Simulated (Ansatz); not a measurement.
C3H10Si2, SMILES `C=C([SiH3])C[SiH3]`, relaxed with RKS PBE0-D4/def2-TZVP in Ansatz from a PBE-D4/def2-SVP geometry. The force threshold is 0.005 eV/Å; the program also tests the step.

Charge 0, multiplicity 1.

Start:

```xyz
15

C     1.477   -0.125    1.256
C     0.438    0.343    0.525
Si    0.711    1.819   -0.626
C    -0.939   -0.277    0.590
Si   -1.199   -1.605   -0.758
H     2.483    0.317    1.187
H     1.357   -0.971    1.957
H    -0.201    2.954   -0.231
H     2.143    2.270   -0.533
H     0.390    1.469   -2.056
H    -1.108   -0.776    1.569
H    -1.741    0.484    0.472
H    -0.217   -2.727   -0.551
H    -0.991   -1.023   -2.131
H    -2.601   -2.152   -0.670
```

(1) How much energy does the relaxation release, and in how many steps? (Best estimate.)

(2) Which bonds change most? (An estimate is asked.)

(3) Give the relaxed structure. (An estimate is asked.)

Answers

(1) The calculation gave: 6.02 kJ/mol, in 12 steps, 1 of them rejected.

(2) Ansatz gave: C4–Si5 from 1.910 to 1.888 Å; C2–Si3 from 1.892 to 1.870 Å; C1–C2 from 1.354 to 1.334 Å; Si5–H14 from 1.505 to 1.486 Å.

(3) Computed: 
```xyz
15

C     1.454   -0.133    1.213
C     0.427    0.343    0.507
Si    0.697    1.819   -0.610
C    -0.942   -0.269    0.579
Si   -1.171   -1.605   -0.735
H     2.447    0.298    1.142
H     1.339   -0.974    1.894
H    -0.168    2.948   -0.165
H     2.123    2.230   -0.553
H     0.325    1.507   -2.017
H    -1.110   -0.738    1.554
H    -1.729    0.481    0.445
H    -0.236   -2.727   -0.460
H    -0.887   -1.062   -2.089
H    -2.568   -2.118   -0.706
```
